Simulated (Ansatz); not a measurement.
(H2Ga-mu-H)3 (Ga3H9). Charge 0, multiplicity 1. Geometry PBE-D4/def2-SVP.

```xyz
12

Ga   -0.350    1.758   -0.062
H     0.278    2.834   -1.014
H    -1.469    1.861    1.031
H    -0.776    0.501   -1.165
Ga   -1.108   -1.152   -0.797
H    -0.477   -1.911   -2.015
H    -2.536   -1.223   -0.154
H    -0.067   -1.372    0.561
Ga    1.454   -0.611    0.856
H     1.639   -0.829    2.398
H     2.401   -0.904   -0.358
H     1.010    1.047    0.718
```

(1) Estimate the orbital energies around the gap (eV) in Ansatz with HF/STO-3G, PBE-D4/def2-TZVP, BLYP-D4/def2-TZVP, r2SCANh-D4/def2-TZVP, PBE0-D4/def2-SVP.

Results:

(1) 
```tsv
orbital	HF/STO-3G	PBE-D4/def2-TZVP	BLYP-D4/def2-TZVP	r2SCANh-D4/def2-TZVP	PBE0-D4/def2-SVP
HOMO−13	-8.95	-19.98	-19.95	-21.89	-23.49
HOMO−12	-8.95	-19.98	-19.95	-21.88	-23.49
HOMO−11	-8.93	-19.97	-19.93	-21.87	-23.48
HOMO−10	-8.91	-19.96	-19.93	-21.87	-23.47
HOMO−9	-8.90	-19.95	-19.91	-21.85	-23.46
HOMO−8	-8.55	-13.61	-13.47	-14.74	-15.36
HOMO−7	-8.33	-11.36	-11.25	-12.32	-12.85
HOMO−6	-8.29	-11.35	-11.24	-12.31	-12.84
HOMO−5	-8.28	-8.34	-8.23	-9.16	-9.60
HOMO−4	-8.26	-8.17	-8.07	-8.97	-9.40
HOMO−3	-8.23	-7.94	-7.82	-8.72	-9.17
HOMO−2	-7.59	-7.87	-7.75	-8.64	-9.07
HOMO−1	-7.58	-7.63	-7.54	-8.43	-8.87
HOMO	-7.57	-7.54	-7.44	-8.32	-8.76
LUMO	5.75	-1.82	-1.73	-1.26	-0.92
LUMO+1	5.99	-1.73	-1.64	-1.16	-0.82
LUMO+2	6.21	-1.38	-1.24	-0.83	-0.58
LUMO+3	10.40	-0.74	-0.61	-0.20	0.13
LUMO+4	12.12	0.23	0.40	0.76	1.19
LUMO+5	12.14	0.45	0.52	1.16	1.41
```
